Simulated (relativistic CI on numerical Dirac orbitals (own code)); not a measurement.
## What each ingredient does to the levels of Ir XLIV

Base calculation: Dirac-Coulomb-Breit CI, orbitals from a KLI potential per configuration, model QED, unscaled Slater integrals.

CI space (outside the closed core [Ar] 3d10): 4s2 4p4, 4s 4p5, 4s2 4p3 4d, 4p6, 4s 4p4 4d, 4s2 4p3 4f, 4s 4p4 4f, 4p5 4d, 4s 4p3 4d2, 4s2 4p2 4d 4f, 4p5 4f, 4p4 4d2, 4p3 4d3, 4p3 4d2 4f. Double excitations out of closed p, d and f shells are left out; levels of such configurations are missing from the list, as are those of other unlisted configurations, and high levels can miss mixing partners.

The lowest level and the first level of each name with at least 55 % of one term (blank where a level has no safe partner in the second run):

| Level | Base (eV) | Shift (eV) |
| --- | --- | --- |
| 4s2 4p4 3P_2 | 0.000 | 0.000 |
| 4s2 4p4 1S_0 | 10.808 |  |
| 4s2 4p4 3P_1 | 114.405 | -114.405 |
| 4s2 4p4 1D_2 | 119.339 | -112.112 |
| 4s2 4p3 4d 3P°_0 | 165.353 |  |
| 4s 4p5 3P°_2 | 224.643 | -134.845 |
| 4s2 4p4 3P_0 | 238.125 |  |
| 4s2 4p3 4d 3G°_5 | 305.052 | -146.489 |
| 4s 4p5 3P°_0 | 342.863 | -253.065 |
| 4s 4p4 4d 3P_0 | 401.478 |  |
| 4s 4p4 4d 3D_1 | 401.641 |  |

At this charge energies of transitions that change n are usually good to better than 1 %, and those within a shell (Δn = 0) to a few per cent.

Question: One thing was changed in a second run, which moved the levels as shown. Which?
A. QED terms removed
B. Breit term removed
C. configuration mixing switched off
D. non-relativistic limit
E. valence Slater integrals scaled by 0.9

Answer: D. Non-relativistic limit. Without relativity the fine structure collapses and s electrons lose their extra binding.

LS names give the leading component of a level, which can be under half, so a name can repeat, a term be missing and a line seem to break the LS rules.
